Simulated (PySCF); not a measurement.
```xyz
6
charge 0 multiplicity 2, angstrom
Cr    0.0000    0.0000    0.0301
H     0.0000    0.0000    1.6428
H     1.3007    0.0000   -0.8089
H     0.0000    1.3007   -0.8089
H    -1.3007    0.0000   -0.8089
H     0.0000   -1.3007   -0.8089
```

These are results of PySCF, UPBE0, basis Cr def2-TZVP, H def2-TZVP (no relativity, density fitting), not measurements.

This geometry of CrH5 is a stationary point at this level.

What is the point group?

C4v.

Is it a minimum?

No: it has 2 imaginary modes (one degenerate set), at 551i cm⁻¹ (e).

List the harmonic modes with their infrared intensities.


| symmetry | ω (cm⁻¹) | IR (km/mol, summed over degenerate members) |
| --- | --- | --- |
| e | 551i | – |
| b2 | 629 | 0.0 |
| a1 | 716 | 2.5 |
| b1 | 775 | 0.0 |
| e | 780 | 138 |
| a1 | 1808 | 147 |
| b1 | 1910 | 0.0 |
| a1 | 1928 | 53.0 |
| e | 1948 | 231 |

Give the atomic charges and bond orders.


```csv
atom,Mulliken,Löwdin,polar tensor,spin (Mulliken),Mayer order to Cr1
Cr1,-0.02,-0.02,0.66,1.74,–
H2,-0.10,-0.07,-0.25,-0.18,0.96
"H3,4,5,6",0.03,0.02,-0.10,-0.14,0.93
```

In C4v the vibrations span 3e + b2 + 3a1 + 2b1. The b1, b2 modes carry no infrared intensity, as symmetry demands.

Only a few start shapes were tried, so a lower isomer may exist. With open d or f shells other occupations or spin states may lie lower.
